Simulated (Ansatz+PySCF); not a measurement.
The numbers below are computed, except where a source is named.
## PySCF 2.14.0 run

```python
from pyscf import gto, scf, mp

mol = gto.M(atom="""
V 0.000000 0.000000 0.000000
H -1.247000 -0.527200 -1.077000
""", basis='cc-pvtz', charge=0, spin=4)
mf = scf.UHF(mol)
mf.kernel()
pt = mp.MP2(mf, frozen=9).run()
print(mf.e_tot, pt.e_corr, pt.e_tot)
```

The script is written out from the run's settings.

Results

| Property | Result |
| --- | --- |
| Converged | yes |
| Reference energy | -943.45974 hartree |
| Correlation energy | -0.07070 hartree |
| Total energy | -943.53044 hartree |
| Spin squared of the determinant | 6.009 |

Messages of the program:
```
WARN: HOMO -0.0899549085438097 >= LUMO -0.165442994341196
WARN: HOMO -0.0899549085438097 >= LUMO -0.165442994341196
```
